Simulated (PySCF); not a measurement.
## `Nc1ccc(C(F)(F)F)s1`, C5H4F3NS

Geometry (Å), atoms numbered from 1 in this order:
```xyz
14

N    -2.851    0.255   -0.267
C    -1.508    0.057   -0.060
C    -0.890   -0.906    0.711
C     0.524   -0.843    0.627
C     0.972    0.155   -0.192
C     2.381    0.504   -0.504
F     2.669    0.360   -1.806
F     3.220   -0.276    0.182
F     2.670    1.778   -0.199
S    -0.347    1.039   -0.896
H    -3.458   -0.166    0.426
H    -3.141    1.188   -0.530
H    -1.440   -1.629    1.315
H     1.203   -1.509    1.161
```

Theory: PySCF 2.14.0, TDDFT CAM-B3LYP/aug-cc-pVDZ excited states, vertical, gas phase. Geometry: PBE0-D3(BJ)/def2-SVP.

Problem. How strongly do the lowest singlets absorb one photon, and two photons of half the energy?

Solution. δ for parallel linear polarisation; σ at the peak of a Lorentzian of half width 0.1 eV, single beam; Ω is circular over linear.
```
state  E (eV)      f  photon λ (nm)  δ (au)  σ (GM)     Ω                                  main
   S1    4.71  0.052            527    29.5    0.24  1.47      HOMO→LUMO 0.73, HOMO→LUMO+1 0.12
   S2    4.89  0.139            507    79.7    0.70  0.90                      HOMO→LUMO+1 0.79
   S3    5.25  0.000            472    9.85    0.10  1.44    HOMO→LUMO+2 0.31, HOMO→LUMO+4 0.18
   S4    5.83  0.022            425    90.1    1.12  0.99  HOMO−1→LUMO+1 0.42, HOMO→LUMO+2 0.10
   S5    5.87  0.013            423    28.3    0.36  1.50    HOMO→LUMO+2 0.39, HOMO→LUMO+3 0.18
   S6    6.07  0.003            408    7.13    0.10  0.94    HOMO→LUMO+3 0.40, HOMO→LUMO+4 0.18
```

Among these, the strongest one-photon state is S2, the strongest two-photon state S4, with a dipole change of 2.3 D (relaxed, norm of the difference vector).
